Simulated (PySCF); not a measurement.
**Core binding energy against partial charge**

Compound: C3H5FSSi.
Numbering: `[F:1][Si@@H:2]1[CH2:3][CH:4]=[CH:5][S:6]1`

Binding energies: PySCF 2.14.0, delta-SCF UKS SCAN, pcX-2 on the ionised atom, pcseg-1 elsewhere, spin-free X2C. Charges: PBE0/pcSseg-1 ground-state density, for the ionised atom.

```csv
atom,environment,C 1s (eV),Mulliken (e),IAO (e),Hirshfeld (e),ESP (e)
C4,alkene CH carbon,290.35,-0.135,-0.168,-0.062,-0.045
C3,sp3 carbon bound to silicon,290.79,-0.529,-0.576,-0.159,-0.330
C5,alkene CH carbon,291.03,-0.244,-0.262,-0.069,-0.362
```

Q: How well does each charge scheme correlate with the binding energies over these sites?

A: Hirshfeld: r = -0.23, slope -1.4 eV per e; IAO: r = -0.37, slope -0.6 eV per e; Mulliken: r = -0.42, slope -0.7 eV per e; ESP: r = -0.96, slope -1.9 eV per e. On 3 points no scheme stands out.

Q: The point-charge model writes a binding energy as kq + V + constant, with V the potential of the other atoms' charges at the site. What does it give with the Mulliken charges?

A: V = Σ 14.40 eV Å × q/r over all other atoms: -0.61 eV at C4, +7.40 eV at C3, +1.28 eV at C5. Fitting binding energy − V to q gives k = 19.9 eV per e and leaves an rms residual of 0.40 eV, against 0.25 eV for the fit on q alone. The model has no term for differences in relaxation between sites.

Isolated species at its GFN2-xTB geometry, gas phase.
